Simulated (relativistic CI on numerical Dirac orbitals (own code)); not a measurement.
## Pd+: sensitivity of the levels to the model

Base calculation: Dirac-Coulomb-Breit CI, separate exchange-only KLI orbitals for each configuration, model QED (radiative potential, 1s self-energy scaled to tabulated hydrogen-like ionisation energies), valence Slater integrals scaled by 0.85, P86 correlation energy added to each configuration.

Configurations in the expansion (outside the closed core [Kr]): 4d9, 4d8 5s, 4d8 5p, 4d7 5s2, 4d8 6s, 4d8 5d, 4d8 6p, 4d7 5s 5p, 4d8 4f, 4d8 6d, 4d8 5f, 4d8 5g, 4d8 6f, 4d8 6g, 4d7 5s 6s, 4d7 5p2. Levels of other configurations are missing.

The lowest level and the first level of each name with at least 55 % of one term (blank where a level has no safe partner in the second run):

```
        Level  Base (cm⁻¹)  Shift (cm⁻¹)
   4d9 2D_5/2          0.0           0.0
   4d9 2D_3/2       3302.8         +17.6
4d8 5s 4F_9/2      25397.8        -469.3
4d8 5s 4F_7/2      27362.2        -429.4
4d8 5s 4F_5/2      29089.4        -454.3
4d8 5s 4F_3/2      30104.7        -448.6
4d8 5s 2F_7/2      33022.2        +378.9
4d8 5s 2F_5/2      35373.8        +242.5
4d8 5s 4P_5/2      37730.0        -149.7
4d8 5s 4P_1/2      40290.3        -373.7
4d8 5s 2D_5/2      42115.0         -66.2
4d8 5s 2G_9/2      45438.1         -57.8
4d8 5s 2P_3/2      45530.7       +1055.8
4d8 5s 2G_7/2      45545.4         -50.4
```

Correlation outside the listed configurations is missing or only estimated: errors of thousands of cm⁻¹ between configurations and terms are usual at this charge. Rates and lifetimes follow the computed energies and can be off by large factors. The fine structure of a lone outer electron comes out too small, for d and f at times inverted, and misplaced configurations move strength between like terms. 16 of the 36 excited levels that our extract of the measured tables holds in this range could be paired (the sources list more); they are missed by 994 cm⁻¹ on average and 2379 at most, and levels without a partner can miss by more.

(1) One thing was changed in a second run, which moved the levels as shown. Which?
A. Slater integrals left unscaled
B. only the first 3 configurations
C. Breit term removed
D. valence Slater integrals scaled by 0.75
E. QED terms removed

## Answers

(1) B. Only the first 3 configurations. With fewer configurations the levels that remain lose their mixing partners.

LS names give the leading component of a level, which can be under half, so a name can repeat, a term be missing and a line seem to break the LS rules.
